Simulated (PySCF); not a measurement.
# Working out the ionisation energy of Sb²⁺

Sb²⁺ [Kr] 4d10 5s2 5p1 (2P) → Sb³⁺ [Kr] 4d10 5s2 (1S). Computed with PySCF 2.14 in aug-cc-pVDZ-PP with ECP28MDF (5s4p3d, 32 functions), with a scalar-relativistic core potential. Frozen: 4s2 4p6 4d10. Energies in hartree (1 hartree = 27.21139 eV):

```csv
part,Sb²⁺ (lower),Sb³⁺ (upper)
UHF,-238.369407,-237.483531
CCSD correlation,-0.041159,-0.033537
(T),-0.000340,0.000000
```

Problem. What does Hartree-Fock give?

Solution. (-237.483531) − (-238.369407) = 0.885876 hartree = 24.106 eV.

Problem. What do CCSD and CCSD(T) give?

Solution. The CCSD correlation energies differ by 0.007622 hartree = 0.207 eV and the triples by 0.000340 hartree = 0.009 eV, so CCSD gives 24.313 eV and CCSD(T) 24.322 eV.

Reference: 25.323 eV (measured; NIST Atomic Spectra Database, ionization energies), between the lowest levels; spin-orbit coupling is absent from the calculation.

A double-zeta basis recovers only part of the correlation energy.

What remains against the reference includes basis incompleteness, the frozen core and higher excitations.
